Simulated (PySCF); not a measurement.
# A survey of 29Si NMR shifts

- shieldings: GIAO PBE0/pcSseg-1
- geometry: GFN2-xTB
- run in PySCF
- in vacuum, one conformer, non-relativistic Hamiltonian, averaged over atoms made equivalent by symmetry, fast rotation or ring inversion

Shieldings were converted by a linear fit to measured shifts: 29Si: δ = 279.94 − 0.822σ (rms 8.9 ppm, 72 shifts, 25.8 ppm with the 6 outliers that the fit left out vs TMS, solution or neat liquid). A few per cent of atoms miss by over 2 rms, more outside the fitted compound classes.

(1) Give the 29Si shifts of `F[SiH2]O[SiH](O[SiH3])O[SiH3]`, `C[SiH2]CCC=O`, `C1C[SiH2]CCO1`.

(2) Order these by 29Si shift, lowest first.
A. C#CC/C([SiH3])=C\CCC
B. CCCC(=O)[SiH3]
C. FC(F)O[C@H]1CCC[SiH2]C1
D. C=C1C[C@](C#N)(CO)[SiH2]1
E. C[Si@@H]1CCCO1
F. CO[C@](C)(/C=C(\C)F)[SiH2]F

Answers

(1) 
```csv
compound,environment,δ (ppm)
[F:1][SiH2:2][O:3][SiH:4]([O:5][SiH3:6])[O:7][SiH3:8],"Si2: silicon bonded to F, O, 2 H",-33.8
[F:1][SiH2:2][O:3][SiH:4]([O:5][SiH3:6])[O:7][SiH3:8],"Si6/8: silicon bonded to O, 3 H (×2)",-42.6
[F:1][SiH2:2][O:3][SiH:4]([O:5][SiH3:6])[O:7][SiH3:8],"Si4: silicon bonded to 3 O, H",-71.1
C[SiH2]CCC=O,"silicon bonded to 2 C, 2 H",-37.0
C1C[SiH2]CCO1,"silicon bonded to 2 C, 2 H, in a 6-membered ring",-51.6
```

(2) B (-84.7 ppm, silicon bonded to C, 3 H), A (-62.3 ppm, silicon bonded to C, 3 H), C (-49.1 ppm, silicon bonded to 2 C, 2 H, in a 6-membered ring), D (-32.1 ppm, silicon bonded to 2 C, 2 H, in a 4-membered ring), F (-5.7 ppm, silicon bonded to C, F, 2 H), E (6.1 ppm, silicon bonded to 2 C, O, H, in a 5-membered ring).
